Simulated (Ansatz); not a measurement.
The cluster Mn₂O₄⁺. Charge 1, multiplicity 2. Geometry PBE-D4/def2-SVP; atoms count from 1.

```xyz
6

Mn    1.792   -0.600   -1.032
Mn   -1.081    0.590    0.322
O    -1.357   -0.244    1.603
O     2.292   -1.732   -0.090
O    -2.023    1.748   -0.104
O     0.378    0.239   -0.699
```

The charge 1 doublet is spin-contaminated (final ⟨S²⟩ up to 3.25, 0.75 for a pure state). No other spin state of charge 1 was run. The geometry of the doublet was relaxed on an unsound state (⟨S²⟩ 2.66, where a pure state has 0.75). Another isomer (doublet) lies 2.60 eV lower at PBE0-D4/def2-TZVP; other spin states weren't run for this one.

(1) Estimate the Mulliken populations from the PBE0/def2-TZVP orbitals of Ansatz.

(2) Where does the spin sit?

(3) And the Mayer bond orders between bonded heavy atoms (over 0.3)?

Results:

(1) 
```csv
atom,charge (e),spin (α − β),d electrons
Mn1,1.47,3.52,5.10
Mn2,1.40,-2.34,5.11
O3,-0.39,0.16,–
O4,-0.28,-0.65,–
O5,-0.37,0.24,–
O6,-0.83,0.06,–
```
Mulliken values and Mayer orders depend strongly on the basis.

(2) Summed by element: Mn 1.19, O -0.19, of 1 unpaired in all. Largest on single atoms: Mn1 3.52, Mn2 -2.34, O4 -0.65.

(3) Mn1–O4 1.77 (1.56 Å); Mn1–O6 1.15 (1.68 Å); Mn2–O3 1.89 (1.55 Å); Mn2–O5 1.89 (1.55 Å); Mn2–O6 0.56 (1.81 Å). Values over 0.3 also appear between atoms too far apart for a bond (O3–O5 0.44 at 2.71 Å); they arise where an orbital or an unpaired electron spreads over both atoms.
